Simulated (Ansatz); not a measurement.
`C[O][Ta](=[O])([F])[F]`, relaxed with RKS PBE0-D4/def2-TZVP in Ansatz from a PBE-D4/def2-SVP geometry. The force threshold is 0.005 eV/Å; the program also tests the step.

The species carries charge 0 and has multiplicity 1. Ta: def2 effective core potential.

Start:

```xyz
9

C     0.192    1.591   -0.081
O     0.508    0.236   -0.337
Ta   -0.094   -1.519    0.017
O    -1.521   -1.324    0.987
F    -0.608   -2.387   -1.593
F     1.183   -2.468    1.057
H    -0.738    1.677    0.522
H     1.027    2.069    0.471
H     0.052    2.126   -1.043
```

By how much does the energy fall, and how many steps does the optimiser take? (An estimate is asked.)

Computed: 0.06 eV, in 6 steps.

Which bonds change most? (An estimate is asked.)

Computed: O2–Ta3 from 1.889 to 1.867 Å; Ta3–O4 from 1.736 to 1.715 Å; Ta3–F6 from 1.900 to 1.881 Å; Ta3–F5 from 1.900 to 1.881 Å.

Give the relaxed structure. (Best estimate.)

Computed: 
```xyz
9

C     0.192    1.589   -0.080
O     0.487    0.233   -0.319
Ta   -0.117   -1.499    0.032
O    -1.534   -1.346    0.986
F    -0.567   -2.366   -1.576
F     1.173   -2.445    1.022
H    -0.715    1.686    0.522
H     1.030    2.049    0.448
H     0.051    2.099   -1.035
```
